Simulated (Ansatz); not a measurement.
Consider the ligand exchange at the Si–O bond: `F[SiH2]O[SiH2][SiH3]` + `O[SiH](O)F` → `O[SiH](F)O[SiH2]F` + `O[SiH2][SiH3]`.

Gas-phase electronic energies from Ansatz, PBE0-D4/def2-TZVP geometries. CBS: MP2 limit from def2 TZ/QZ plus the TZ coupled-cluster correction, frozen cores. This one scheme is used for every species. Functionals use def2-TZVPP. One conformer a species, not always the lowest.

| level | ΔE (kJ/mol) |
| --- | --- |
| ωB97X-V | 3.8 |
| ωB97M-V | 3.8 |
| PBE0 | 2.4 |
| HF/def2-TZVPP | 1.0 |
| MP2/def2-TZVPP | 4.1 |
| MP2/def2-QZVPP | 4.0 |
| SCS-MP2/def2-QZVPP | 3.2 |
| MP2/CBS(def2) | 4.1 |

(1) What does CCSD(T)/CBS give? (An estimate is asked.)

Largest T1 diagnostic among the species: 0.012.

Results:

(1) Computed: +3.7 kJ/mol. The listed levels differ from it by 0.1, 0.1, -1.3, -2.7, 0.4, 0.3, -0.5, 0.4 kJ/mol.
